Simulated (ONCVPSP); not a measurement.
**An all-electron radial function and its pseudo partner (V)**

Columns: radius, all-electron u(r) and pseudo u(r) of the 3s shell (level -86.78 eV) of vanadium in the configuration [Ne] 3s2 3p6 3d3; PBE, scalar-relativistic, ONCV scheme, ONCVPSP 4.0.1.

```json
{"r (bohr)": "0.118", "all-electron": "-0.2572", "pseudo": "0.1398"}
{"r (bohr)": "0.235", "all-electron": "-0.5810", "pseudo": "0.3045"}
{"r (bohr)": "0.353", "all-electron": "-0.1330", "pseudo": "0.5045"}
{"r (bohr)": "0.470", "all-electron": "0.4413", "pseudo": "0.7179"}
{"r (bohr)": "0.588", "all-electron": "0.8658", "pseudo": "0.9117"}
{"r (bohr)": "0.705", "all-electron": "1.0865", "pseudo": "1.0450"}
{"r (bohr)": "0.822", "all-electron": "1.1461", "pseudo": "1.0984"}
{"r (bohr)": "0.940", "all-electron": "1.1003", "pseudo": "1.0724"}
{"r (bohr)": "1.058", "all-electron": "0.9963", "pseudo": "0.9858"}
{"r (bohr)": "1.175", "all-electron": "0.8689", "pseudo": "0.8666"}
{"r (bohr)": "1.292", "all-electron": "0.7379", "pseudo": "0.7377"}
{"r (bohr)": "1.410", "all-electron": "0.6136", "pseudo": "0.6135"}
{"r (bohr)": "1.528", "all-electron": "0.5028", "pseudo": "0.5027"}
{"r (bohr)": "1.645", "all-electron": "0.4080", "pseudo": "0.4079"}
{"r (bohr)": "1.763", "all-electron": "0.3275", "pseudo": "0.3274"}
{"r (bohr)": "1.880", "all-electron": "0.2615", "pseudo": "0.2615"}
{"r (bohr)": "1.998", "all-electron": "0.2072", "pseudo": "0.2071"}
{"r (bohr)": "2.115", "all-electron": "0.1636", "pseudo": "0.1636"}
{"r (bohr)": "2.232", "all-electron": "0.1287", "pseudo": "0.1287"}
{"r (bohr)": "2.350", "all-electron": "0.1007", "pseudo": "0.1007"}
{"r (bohr)": "2.468", "all-electron": "0.0785", "pseudo": "0.0785"}
{"r (bohr)": "2.585", "all-electron": "0.0612", "pseudo": "0.0611"}
{"r (bohr)": "2.702", "all-electron": "0.0475", "pseudo": "0.0475"}
{"r (bohr)": "2.820", "all-electron": "0.0368", "pseudo": "0.0368"}
{"r (bohr)": "2.938", "all-electron": "0.0284", "pseudo": "0.0284"}
{"r (bohr)": "3.055", "all-electron": "0.0219", "pseudo": "0.0219"}
```

**Question.** How many radial nodes do the two functions have?

**Answer.** The all-electron 3s function has n − l − 1 = 2 (the table is too coarse to show those close to the nucleus); the pseudo-wave has 0, since the states of the same l below it are removed with the core.

**Question.** At about which radius was the pseudo-wave matched?

**Answer.** 1.40 bohr, where the columns begin to agree (steps of 0.12 bohr).

**Question.** Is the pseudo-wave norm-conserving?

**Answer.** Yes: the ONCV scheme keeps the norm inside the radius equal to the all-electron one, which fixes the energy derivative of the logarithmic derivative at the level.
